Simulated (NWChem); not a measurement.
System: C2H4ClFSi; SMILES C(=C(/Cl)[SiH3])/F

Here is an NWChem input.

```
start job
memory heap 200 mb stack 900 mb global 1100 mb
geometry units angstroms noautoz
  F     -0.891525     2.215487     0.000000
  C     -1.108059     0.897258     0.000000
  C     -0.134332    -0.017304     0.000000
  Si    -0.451015    -1.865447     0.000000
  Cl     1.544121     0.512174     0.000000
  H     -2.163942     0.643142     0.000000
  H      0.145527    -2.483830    -1.210127
  H      0.145527    -2.483830     1.210127
  H     -1.924525    -2.067751     0.000000
end
basis spherical
  * library def2-tzvp
end
dft
  xc xpbe96 cpbe96
  iterations 150
  semidirect filesize 400000000
  mulliken
end
task dft energy
```

Parts of the log:

```
             Northwest Computational Chemistry Package (NWChem) 7.3.0
             --------------------------------------------------------

 CS  symmetry detected

                             Geometry "geometry" -> ""
                             -------------------------

 Output coordinates in angstroms (scale by  1.889725989 to convert to a.u.)

  No.       Tag          Charge          X              Y              Z
 ---- ---------------- ---------- -------------- -------------- --------------
    1 F                    9.0000    -0.97043540     2.16127242     0.00000000
    2 C                    6.0000    -1.14621043     0.83699231     0.00000000
    3 C                    6.0000    -0.14474031    -0.04710357     0.00000000
    4 Si                  14.0000    -0.40427344    -1.90413433     0.00000000
    5 Cl                  17.0000     1.51658442     0.53388831     0.00000000
    6 H                    1.0000    -2.19375386     0.55043234     0.00000000
    7 H                    1.0000     0.21105655    -2.50382500    -1.21012700
    8 H                    1.0000     0.21105655    -2.50382500     1.21012700
    9 H                    1.0000    -1.87084315    -2.15178713     0.00000000

 Effective nuclear repulsion energy (a.u.)     266.0628304471

      Symmetry information
      --------------------

 Group name             Cs
 Group number              2
 Group order               2
 No. of unique centers     8

  pbe96 is a nonlocal functional; adding pw91lda local functional.

                                 NWChem DFT Module
                                 -----------------

 Summary of "ao basis" -> "ao basis" (spherical)
 ------------------------------------------------------------------------------
       Tag                 Description            Shells   Functions and Types
 ---------------- ------------------------------  ------  ---------------------
 F                         def2-tzvp                11       31   5s3p2d1f
 C                         def2-tzvp                11       31   5s3p2d1f
 Si                        def2-tzvp                13       37   5s5p2d1f
 Cl                        def2-tzvp                13       37   5s5p2d1f
 H                         def2-tzvp                 4        6   3s1p

      Symmetry analysis of basis
      --------------------------

        a'        129
        a"         62

            General Information
            -------------------
          SCF calculation type: DFT
          Wavefunction type:  closed shell.
          No. of atoms     :     9
          No. of electrons :    56
           Alpha electrons :    28
            Beta electrons :    28
          Charge           :     0
          Spin multiplicity:     1
          Use of symmetry is: on ; symmetry adaption is: on
          Maximum number of iterations: 150
          AO basis - number of functions:   191
                     number of shells:    75
          Convergence on energy requested:  1.00D-06
          Convergence on density requested:  1.00D-05
          Convergence on gradient requested:  5.00D-04

              XC Information
              --------------
          PerdewBurkeErnzerhof Exchange Functional  1.000
            Perdew 1991 LDA Correlation Functional  1.000 local
           PerdewBurkeErnz. Correlation Functional  1.000 non-local

             Grid Information
             ----------------
          Grid used for XC integration:  medium
          Radial quadrature: Mura-Knowles
          Angular quadrature: Lebedev.
          Tag              B.-S. Rad. Rad. Pts. Rad. Cut. Ang. Pts.
          ---              ---------- --------- --------- ---------
          F                   0.50       49          12.0       434
          C                   0.70       49          11.0       434
          Si                  1.10       88          10.0       590
          Cl                  1.00       88          12.0       590
          H                   0.35       45          11.0       434
          Grid pruning is: on
          Number of quadrature shells:   458
          Spatial weights used:  Erf1

      Superposition of Atomic Density Guess
      -------------------------------------

 Sum of atomic energies:        -925.07307068

      Non-variational initial energy
      ------------------------------

 Total energy =    -926.927971
 1-e energy   =   -1807.506134
 2-e energy   =     614.515332
 HOMO         =      -0.269784
 LUMO         =       0.030924

      Symmetry analysis of molecular orbitals - initial
      -------------------------------------------------

  Numbering of irreducible representations:

     1 a'          2 a"

  Orbital symmetries:

     1 a'          2 a'          3 a'          4 a'          5 a'
     6 a'          7 a'          8 a'          9 a"         10 a'
    11 a'         12 a"         13 a'         14 a'         15 a'
    16 a'         17 a'         18 a'         19 a'         20 a"
    21 a'         22 a"         23 a'         24 a'         25 a'
    26 a"         27 a'         28 a"         29 a"         30 a'
    31 a'         32 a'         33 a'         34 a"         35 a'
    36 a'         37 a'         38 a"

------------------------------------------------------------
EAF file 0: "./job.aoints.0" size=334495744 bytes
------------------------------------------------------------
               write      read    awrite     aread      wait
               -----      ----    ------     -----      ----
     calls:      638         0         0         0         0
   data(b): 3.34e+08  0.00e+00  0.00e+00  0.00e+00
   time(s): 0.00e+00  0.00e+00  0.00e+00  0.00e+00  0.00e+00
rate(mb/s): 0.00e+00  0.00e+00
------------------------------------------------------------

     ---------------------------------------------
      Total Density - Mulliken Population Analysis
     ---------------------------------------------

    Atom       Charge   Shell Charges
 -----------   ------   -------------------------------------------------------
    1 F    9     9.33   0.77  1.20  0.61  1.00  0.31  2.31  2.30  0.82  0.00  0.01  0.00
    2 C    6     5.72   0.86  1.12  0.55  0.60  0.14  1.02  1.04  0.27  0.03  0.09  0.01
    3 C    6     6.08   0.86  1.12  0.55  0.66  0.06  1.09  1.34  0.28  0.02  0.09  0.01
    4 Si  14    13.67   2.00  0.59  1.39  0.87  0.46  4.11  1.73  0.52  1.31  0.47  0.09  0.10  0.02
    5 Cl  17    17.20   2.01  0.45  1.52  1.10  0.83  4.19  1.69  1.09  2.84  1.44  0.01  0.04  0.00
    6 H    1     0.86   0.24  0.45  0.15  0.02
    7 H    1     1.04   0.23  0.54  0.26  0.01
    8 H    1     1.04   0.23  0.54  0.26  0.01
    9 H    1     1.04   0.23  0.54  0.27  0.01

   convergence    iter        energy       DeltaE   RMS-Dens  Diis-err
 ---------------- ----- ----------------- --------- --------- ---------
 d= 0,ls=0.0,diis     1   -927.5817204194 -1.19D+03  8.27D-03  1.79D+00
 d= 0,ls=0.0,diis     2   -927.4444403136  1.37D-01  6.98D-03  2.36D+00
 d= 0,ls=0.0,diis     3   -927.6164664560 -1.72D-01  2.59D-03  6.82D-01
 d= 0,ls=0.0,diis     4   -927.6743231475 -5.79D-02  1.00D-03  4.14D-02
 d= 0,ls=0.0,diis     5   -927.6762945088 -1.97D-03  5.14D-04  2.01D-02
  Resetting Diis
 d= 0,ls=0.0,diis     6   -927.6790532810 -2.76D-03  1.11D-04  6.30D-04
 d= 0,ls=0.0,diis     7   -927.6791351448 -8.19D-05  7.51D-05  3.01D-05
 d= 0,ls=0.0,diis     8   -927.6791279505  7.19D-06  4.97D-05  1.13D-04
 d= 0,ls=0.0,diis     9   -927.6791380342 -1.01D-05  8.82D-06  3.97D-06
 d= 0,ls=0.0,diis    10   -927.6791384184 -3.84D-07  2.36D-06  7.99D-07

         Total DFT energy =     -927.679138418432
      One electron energy =    -1810.403548812736
           Coulomb energy =      688.052065578401
    Exchange-Corr. energy =      -71.390485631235
 Nuclear repulsion energy =      266.062830447138

 Numeric. integr. density =       56.000009536310

                  Occupations of the irreducible representations
                  ----------------------------------------------

                     irrep           alpha         beta
                     --------     --------     --------
                     a'               22.0         22.0
                     a"                6.0          6.0

                       DFT Final Molecular Orbital Analysis
                       ------------------------------------

 Vector   26  Occ=2.000000D+00  E=-3.084965D-01  Symmetry=a"
              MO Center=  5.3D-01, -1.0D+00, -9.3D-15, r^2= 4.4D+00
   Bfn.  Coefficient  Atom+Function         Bfn.  Coefficient  Atom+Function
  ----- ------------  ---------------      ----- ------------  ---------------
   147      0.336374  5 Cl pz               110     -0.220122  4 Si pz
   150      0.200666  5 Cl pz               175      0.177077  7 H  s
   181     -0.177077  8 H  s                144      0.158478  5 Cl pz
   138     -0.130915  5 Cl pz               174      0.110175  7 H  s
   180     -0.110175  8 H  s                176      0.108612  7 H  s

 Vector   27  Occ=2.000000D+00  E=-2.721408D-01  Symmetry=a'
              MO Center=  1.0D+00,  2.2D-01, -2.5D-16, r^2= 2.7D+00
   Bfn.  Coefficient  Atom+Function         Bfn.  Coefficient  Atom+Function
  ----- ------------  ---------------      ----- ------------  ---------------
   146      0.478128  5 Cl py               149      0.330560  5 Cl py
   143      0.231047  5 Cl py               137     -0.187044  5 Cl py
    69     -0.145452  3 C  py                72     -0.129396  3 C  py
   109      0.125204  4 Si py               145     -0.114793  5 Cl px
   188     -0.089543  9 H  s                140     -0.085069  5 Cl py

[...]
```

Level: PBE/def2-TZVP. Geometry: optimised at B3LYP/6-31G* (spherical d).
